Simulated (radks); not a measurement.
Values are calculated unless marked as measured or tabulated.
All-electron atom: Ta13+ in [Kr] 4d10 4f12 5s2. Level of theory: Dirac Kohn-Sham, LDA (Slater exchange, Perdew-Wang correlation), spin-unpolarised, spherical densities, finite nucleus; open shells fill j = l - 1/2 first; Fermi nuclear charge, rms radius 5.3507 fm (a radial shooting solver on a logarithmic mesh with Libxc functionals).

Unscreened Slater integrals over Kohn-Sham orbitals (hartree). Large and small components are both included. Empty in this configuration: 5p1/2.

| integral | value |
|---|---|
| F0(4f7/2,4f7/2) | 1.6039 |
| F2(4f7/2,4f7/2) | 0.79675 |
| F4(4f7/2,4f7/2) | 0.50721 |
| F6(4f7/2,4f7/2) | 0.36704 |
| F0(4f7/2,4f5/2) | 1.6122 |
| F2(4f7/2,4f5/2) | 0.80046 |
| F4(4f7/2,4f5/2) | 0.50949 |
| G2(4f7/2,4f5/2) | 0.79730 |
| G4(4f7/2,4f5/2) | 0.50758 |
| G6(4f7/2,4f5/2) | 0.36731 |
| F0(4f7/2,5s1/2) | 1.0850 |
| G3(4f7/2,5s1/2) | 0.16345 |
| F0(4f7/2,4d5/2) | 1.6590 |
| F2(4f7/2,4d5/2) | 0.81862 |
| F4(4f7/2,4d5/2) | 0.52816 |
| G1(4f7/2,4d5/2) | 0.94492 |
| G3(4f7/2,4d5/2) | 0.60727 |
| G5(4f7/2,4d5/2) | 0.43325 |
| F0(4f7/2,5p1/2) | 1.0435 |
| G4(4f7/2,5p1/2) | 0.13298 |
| F0(4f5/2,4f5/2) | 1.6207 |
| F2(4f5/2,4f5/2) | 0.80433 |
| F4(4f5/2,4f5/2) | 0.51190 |
| F0(4f5/2,5s1/2) | 1.0872 |
| G3(4f5/2,5s1/2) | 0.16049 |
| F0(4f5/2,4d5/2) | 1.6679 |
| F2(4f5/2,4d5/2) | 0.82200 |
| F4(4f5/2,4d5/2) | 0.53005 |
| G1(4f5/2,4d5/2) | 0.94502 |
| G3(4f5/2,4d5/2) | 0.60768 |
| G5(4f5/2,4d5/2) | 0.43362 |
| F0(4f5/2,5p1/2) | 1.0455 |
| G2(4f5/2,5p1/2) | 0.15491 |
| F0(5s1/2,5s1/2) | 0.91761 |
| F0(5s1/2,4d5/2) | 1.1054 |
| G2(5s1/2,4d5/2) | 0.12814 |
| F0(5s1/2,5p1/2) | 0.89412 |
| G1(5s1/2,5p1/2) | 0.62251 |
| F0(4d5/2,4d5/2) | 1.7346 |
| F2(4d5/2,4d5/2) | 0.88255 |
| F4(4d5/2,4d5/2) | 0.59205 |
| F0(4d5/2,5p1/2) | 1.0619 |
| G3(4d5/2,5p1/2) | 0.10644 |
| F0(5p1/2,5p1/2) | 0.87287 |
